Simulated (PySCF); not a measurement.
germanium monotelluride (GeTe), SMILES [Ge]=[Te] (connectivity only; charge and spin as stated), neutral, multiplicity 1.

Geometry: PBE0-D3(BJ)/def2-TZVP. The def2 effective core potentials stand for the cores of Te; spin–orbit coupling is left out.

Two levels are set side by side: TDA-PBE/def2-TZVPD (PySCF) and TDA-ωB97X/def2-TZVPD (PySCF). Vertical, same geometry. The lowest singlet is HOMO−1→LUMO+1 50 %, HOMO→LUMO 50 % with PBE and HOMO−1→LUMO+1 49 %, HOMO→LUMO 49 % with the other functional; states are paired by order. Differences are taken from unrounded values.

| quantity | TDA-ωB97X |
|---|---|
| lowest singlet excitation (eV) | 2.81 |
| lowest triplet excitation (TDA) (eV) | 2.36 |
| first bright state (f over 0.05) (eV) | 5.13 |
| its oscillator strength | 0.14 |

What does TDA-PBE give, and how far is it from TDA-ωB97X? (Estimate from the structure and the level; the computed values follow.)


```tsv
quantity	TDA-PBE	TDA-PBE minus TDA-ωB97X
lowest singlet excitation (eV)	2.93	0.12
lowest triplet excitation (TDA) (eV)	2.23	-0.12
first bright state (f over 0.05) (eV)	5.02	-0.11
its oscillator strength	0.06	-0.08
```

Rough cost on one machine, each run with all the roots and properties that it gave: TDA-ωB97X against TDA-PBE about 3 times.
